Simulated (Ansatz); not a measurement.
This geometry of BBrH2 + ClH (6 atoms, charge 0, multiplicity 1) is a first-order saddle point.

All numbers below come from Ansatz, RKS PBE0/def2-SVP.

```xyz
6
Properties=species:S:1:pos:R:3
B -0.520 -0.180 0.285
Br 1.123 -1.163 -0.706
H -1.501 -0.344 -0.385
H -0.453 -0.449 1.453
H 1.148 0.508 -0.623
Cl 0.203 1.628 -0.024
```

Which two structures does it join? (They come from a converged band through this point; their orientation in space is the band's.)

Bonds broken: B1–Br2, H5–Cl6. Bonds formed: B1–Cl6, Br2–H5. BBrH2 + ClH becomes BClH2 + BrH.

First end point:

```xyz
6
Properties=species:S:1:pos:R:3
B -0.589 -0.681 0.293
Br 0.784 -1.713 -0.553
H -1.555 -0.398 -0.362
H -0.504 -0.510 1.480
H 1.434 1.377 -0.725
Cl 0.429 1.925 -0.133
```

Last end point:

```xyz
6
Properties=species:S:1:pos:R:3
B -0.888 0.098 0.509
Br 1.509 -1.181 -0.931
H -1.607 -0.375 -0.331
H -0.554 -0.480 1.509
H 1.975 0.154 -1.101
Cl -0.434 1.784 0.345
```

How far does it lie above each of them?

8.5 kcal/mol above the first and 11.1 kcal/mol above the second. This is the barrier of this one path; another mechanism may lie lower. The orbitals stay closed-shell, which can raise the energy where a bond breaks towards radicals; this wasn't checked here.

Run time: 57 s on 2 threads of AMD EPYC 9R45 96-Core Processor (Zen 5) (shared host), peak memory 0.18 GiB.
